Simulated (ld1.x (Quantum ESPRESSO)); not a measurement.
# An all-electron radial function and its pseudo partner (B)

Columns: radius, all-electron u(r) and pseudo u(r) of the 2p shell (level -3.72 eV) of boron in the configuration [He] 2s2 2p1; LDA (PZ), scalar-relativistic, TM scheme, ld1.x (Quantum ESPRESSO) 7.5.

```tsv
r (bohr)	all-electron	pseudo
0.130	0.0433	0.0160
0.260	0.1312	0.0621
0.390	0.2288	0.1335
0.520	0.3209	0.2225
0.650	0.4013	0.3196
0.780	0.4683	0.4150
0.910	0.5218	0.5000
1.040	0.5627	0.5684
1.170	0.5920	0.6171
1.300	0.6112	0.6460
1.430	0.6217	0.6577
1.560	0.6249	0.6561
1.690	0.6222	0.6455
1.820	0.6146	0.6297
1.950	0.6031	0.6115
2.080	0.5887	0.5924
2.210	0.5719	0.5732
2.340	0.5535	0.5537
2.470	0.5338	0.5339
2.600	0.5134	0.5134
2.730	0.4924	0.4924
2.860	0.4712	0.4712
2.990	0.4500	0.4500
3.120	0.4290	0.4290
3.250	0.4083	0.4083
3.380	0.3880	0.3880
```

**Question.** How many radial nodes do the two functions have?

**Answer.** The all-electron 2p function has n − l − 1 = 0; the pseudo-wave has 0.

**Question.** At about which radius was the pseudo-wave matched?

**Answer.** 2.60 bohr. The columns agree to 0.0005 from 2.34 bohr on; several derivatives are matched, so the curves merge somewhat inside the radius.

**Question.** Where does each function peak?

**Answer.** Outermost all-electron maximum near 1.56 bohr, pseudo maximum near 1.43 bohr (to the table’s step).

**Question.** Is the pseudo-wave norm-conserving?

**Answer.** Yes: the TM scheme keeps the norm inside the radius equal to the all-electron one, which fixes the energy derivative of the logarithmic derivative at the level.
